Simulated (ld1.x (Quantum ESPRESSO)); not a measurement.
# u(r) = r·R(r): atom against pseudo-atom (lithium (Li))

Columns: radius, all-electron u(r) and pseudo u(r) of the 2p shell (level -1.09 eV) of lithium in the configuration 1s2 2s1 2p0; PBE, non-relativistic, PAW scheme, ld1.x (Quantum ESPRESSO) 7.5.

```json
{"r (bohr)": "0.233", "all-electron": "0.0185", "pseudo": "0.0056"}
{"r (bohr)": "0.465", "all-electron": "0.0562", "pseudo": "0.0218"}
{"r (bohr)": "0.698", "all-electron": "0.1000", "pseudo": "0.0478"}
{"r (bohr)": "0.930", "all-electron": "0.1443", "pseudo": "0.0819"}
{"r (bohr)": "1.162", "all-electron": "0.1870", "pseudo": "0.1221"}
{"r (bohr)": "1.395", "all-electron": "0.2269", "pseudo": "0.1663"}
{"r (bohr)": "1.628", "all-electron": "0.2630", "pseudo": "0.2120"}
{"r (bohr)": "1.860", "all-electron": "0.2957", "pseudo": "0.2567"}
{"r (bohr)": "2.093", "all-electron": "0.3265", "pseudo": "0.2988"}
{"r (bohr)": "2.325", "all-electron": "0.3539", "pseudo": "0.3361"}
{"r (bohr)": "2.558", "all-electron": "0.3773", "pseudo": "0.3679"}
{"r (bohr)": "2.790", "all-electron": "0.3965", "pseudo": "0.3932"}
{"r (bohr)": "3.023", "all-electron": "0.4116", "pseudo": "0.4121"}
{"r (bohr)": "3.255", "all-electron": "0.4225", "pseudo": "0.4248"}
{"r (bohr)": "3.488", "all-electron": "0.4295", "pseudo": "0.4321"}
{"r (bohr)": "3.720", "all-electron": "0.4328", "pseudo": "0.4349"}
{"r (bohr)": "3.953", "all-electron": "0.4328", "pseudo": "0.4340"}
{"r (bohr)": "4.185", "all-electron": "0.4300", "pseudo": "0.4304"}
{"r (bohr)": "4.418", "all-electron": "0.4246", "pseudo": "0.4247"}
{"r (bohr)": "4.650", "all-electron": "0.4173", "pseudo": "0.4173"}
{"r (bohr)": "4.883", "all-electron": "0.4082", "pseudo": "0.4082"}
{"r (bohr)": "5.115", "all-electron": "0.3979", "pseudo": "0.3979"}
{"r (bohr)": "5.348", "all-electron": "0.3865", "pseudo": "0.3865"}
{"r (bohr)": "5.580", "all-electron": "0.3745", "pseudo": "0.3745"}
{"r (bohr)": "5.813", "all-electron": "0.3619", "pseudo": "0.3619"}
{"r (bohr)": "6.045", "all-electron": "0.3490", "pseudo": "0.3490"}
```

(1) How many radial nodes do the two functions have?

(2) At about which radius was the pseudo-wave matched?

(3) Is the pseudo-wave norm-conserving?

Results:

(1) The all-electron 2p function has n − l − 1 = 0; the pseudo-wave has 0.

(2) 4.65 bohr. The columns agree to 0.0005 from 4.18 bohr on; several derivatives are matched, so the curves merge somewhat inside the radius.

(3) No, it belongs to a PAW set: the norm inside the radius is not constrained, and the difference is carried by the augmentation charge.
